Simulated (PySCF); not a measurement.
Bonding in `Nc1cccnc1[SiH2]S[SiH3]`

Compound: C5H10N2SSi2.
Numbering: `[NH2:1][c:2]1[cH:3][cH:4][cH:5][n:6][c:7]1[SiH2:8][S:9][SiH3:10]` (hydrogens: H11, H12 on N1; H13 on C3; H14 on C4; H15 on C5; H16, H17 on Si8; H18, H19, H20 on Si10)

Structure used (GFN2-xTB), in Å, numbered top down from 1:
```xyz
20
C5H10N2SSi2 angstrom
N     -0.9258   -1.7025   -1.1246
C     -1.1122   -0.5117   -0.4778
C     -2.0888    0.3947   -0.9041
C     -2.2913    1.5581   -0.1909
C     -1.5038    1.7951    0.9289
N     -0.5788    0.9503    1.3409
C     -0.3752   -0.1814    0.6766
Si     1.0137   -1.2297    1.3931
S      2.4279   -1.6268   -0.2133
Si     2.8836    0.3358   -0.9398
H     -1.3120   -1.7837   -2.0513
H     -0.0466   -2.1752   -0.9807
H     -2.6709    0.1745   -1.7891
H     -3.0394    2.2724   -0.4993
H     -1.6151    2.6965    1.5164
H      0.6133   -2.5864    1.7472
H      1.6922   -0.4994    2.4510
H      1.6388    0.9565   -1.3799
H      3.5022    1.1005    0.1329
H      3.7832    0.0729   -2.0490
```

Bond orders from the PBE0/pcSseg-1 density (PySCF). Isolated species at its GFN2-xTB geometry (one conformer only).

(1) Where do the orders between heavy atoms depart from those drawn in the SMILES?

(2) Give the Mayer order of every bond between heavy atoms, beside its length.

Results:

(1) The largest departure is 0.305, at C7–C2 (drawn aromatic, 1.195), counting aromatic bonds as 1.5. Drawn single, order above 1.12: N1–C2 (1.213). The bonds drawn aromatic range from 1.20 to 1.50.

(2) 
| bond | drawn as | length (Å) | Mayer order |
| --- | --- | --- | --- |
| N1–C2 | single | 1.368 | 1.213 |
| C2–C3 | aromatic | 1.399 | 1.336 |
| C3–C4 | aromatic | 1.380 | 1.474 |
| C4–C5 | aromatic | 1.389 | 1.363 |
| C5–N6 | aromatic | 1.319 | 1.505 |
| N6–C7 | aromatic | 1.328 | 1.430 |
| C7–Si8 | single | 1.882 | 0.885 |
| Si8–S9 | single | 2.177 | 0.914 |
| S9–Si10 | single | 2.142 | 0.922 |
| C7–C2 | aromatic | 1.409 | 1.195 |

By pair of heavy elements: C–N: lowest N1–C2 (1.213, 1.368 Å), highest C5–N6 (1.505, 1.319 Å). C–C: lowest C7–C2 (1.195, 1.409 Å), highest C3–C4 (1.474, 1.380 Å). S–Si: all 2 within 0.02 of one another (0.914 to 0.922).

And the bonds to hydrogen?

H–N: 0.92 to 0.94 (2 bonds); C–H: 0.96 to 0.97 (3 bonds); H–Si: 0.93 to 0.95 (5 bonds).

Sum the orders of all bonds at each heavy atom with more than one neighbour and set the sums beside the valence in the SMILES.

N1 3.064 (drawn 3), C2 3.744 (drawn 4), C3 3.772 (drawn 4), C4 3.793 (drawn 4), C5 3.840 (drawn 4), N6 2.935 (drawn 3), C7 3.510 (drawn 4), Si8 3.701 (drawn 4), S9 1.836 (drawn 2), Si10 3.718 (drawn 4). Orders between atoms that aren't bonded are not in these sums.

Mayer orders depend on the basis set.
